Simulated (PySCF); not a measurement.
## Two-component Hartree-Fock for Tl³⁺ (thallium, charge +3)

Start: [Xe] 4f14 5d10. Calculated with PySCF 2.14 in x2c-TZVPall-2c: generalised Hartree-Fock with the X2C-1e Hamiltonian and a Gaussian nucleus; spin-orbit coupling (SO) screened by Boettger's factors. This is a chosen level, not necessarily the ground level.

```tsv
spinor shell	electrons	ε, screened SO (eV)	weight of nominal j (screened SO)	rms radius, screened SO (bohr)
1s1/2	2	-86009.7	1.000	0.0184
2s1/2	2	-15490.3	1.000	0.0743
2p1/2	2	-14846.2	1.000	0.0628
2p3/2	4	-12775.4	1.000	0.0710
3s1/2	2	-3790.3	1.000	0.189
3p1/2	2	-3500.8	1.000	0.181
3p3/2	4	-3033.8	1.000	0.197
3d3/2	4	-2561.8	1.000	0.173
3d5/2	6	-2462.6	1.000	0.178
4s1/2	2	-906.83	1.000	0.416
4p1/2	2	-781.09	1.000	0.420
4p3/2	4	-666.00	1.000	0.454
4d3/2	4	-460.52	1.000	0.465
4d5/2	6	-438.44	1.000	0.476
5s1/2	2	-181.63	1.000	0.943
4f5/2	6	-170.39	1.000	0.509
4f7/2	8	-165.83	1.000	0.511
5p1/2	2	-137.57	1.000	1.01
5p3/2	4	-116.65	1.000	1.11
5d3/2	4	-53.240	1.000	1.40
5d5/2	6	-50.672	1.000	1.45
```

| quantity | screened SO |
| --- | --- |
| E (hartree) | -20263.21705 |
| M_J | 0 |
| ⟨J²⟩ | 0.000 |
| ⟨L²⟩ | 0.189 |
| ⟨S²⟩ | 0.189 |

Breit and QED terms are absent; they matter most for the inner s and p1/2 levels.

Densities and radii are taken from the X2C orbitals without a picture-change correction, which distorts them close to the nucleus.
